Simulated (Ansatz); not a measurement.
```yaml
crystal:
  periodic: [false, false, false]
  atoms:
    - {symbol: N, position_ang: [-0.699536, 0.336249, -0.266847]}
    - {symbol: Sb, position_ang: [-0.399536, 0.636249, 0.033153]}
basis:
  gaussian: {orbitals: def2-TZVPP, fitting: {mean_field: def2-universal-jkfit}}
total_charge: -1
magnetization: {spin_polarized: true, initial_magnetization: 1}
hamiltonian: {xc: {name: CAM-B3LYP}, dispersion: d4}
```

```sh
$ ansatz run in.yaml --threads 2 --pin off --events-out ev --progress --plain --max-ram 32768MiB --backend cpu
```

Output, abridged:

```
Functional definition: CAM-B3LYP
295 factors; integrals over basis functions are off by at most 6.8e-1 eV
295 factors; integrals over basis functions are off by at most 2.7e-5 eV
mean field evaluation 1: about -7301.3885 eV, gradient 5.9e1 eV
mean field evaluation 2: about -7303.0575 eV, gradient 5.0e1 eV
mean field evaluation 4: about -7309.5079 eV, gradient 9.4e-1 eV
mean field evaluation 8: about -7309.5039 eV, gradient 1.4e-1 eV
mean field evaluation 16: about -7309.5042 eV, gradient 1.5e-4 eV
mean field -7309.50416079 eV, -268.6193233493 hartree, gradient 7.9e-6 eV, S^2 0.753719; 3 other end points of the search recorded, 0 dependent functions left out
reference -7309.50422448 eV, -268.6193256897 hartree; 16, 15 occupied and 65, 66 virtual orbitals, 295 factors
Total energy: -7309.54474102 eV, -268.6208146450 hartree
```

In this input one atom was put on top of another. The calculation finished and met its thresholds. The result belongs to that input, not to the molecule as meant.
